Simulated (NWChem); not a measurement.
System: C₂H₅ClGe; SMILES Cl/C=[CH]/[GeH3]

Program: NWChem. Coordinates come from a PBE0/def2-SVP optimisation. Level PBE/def2-SVP: energy and gradient on several grids; changes count from the extra-fine grid, which is no exact limit either.

Question: Which is the coarsest grid (medium; xcoarse; fine; xfine; coarse) from which on the energy stays within 50 μHa and each gradient component within 100 μHa/bohr of xfine?

Answer: fine.
| grid | size of the energy change (μHa) | largest change of a gradient component (μHa/bohr) |
|---|---|---|
| xcoarse | 3000 | 10000 |
| coarse | 200 | 900 |
| medium | 10 | 200 |
| fine | < 10 | < 30 |
| xfine | < 10 | < 30 |
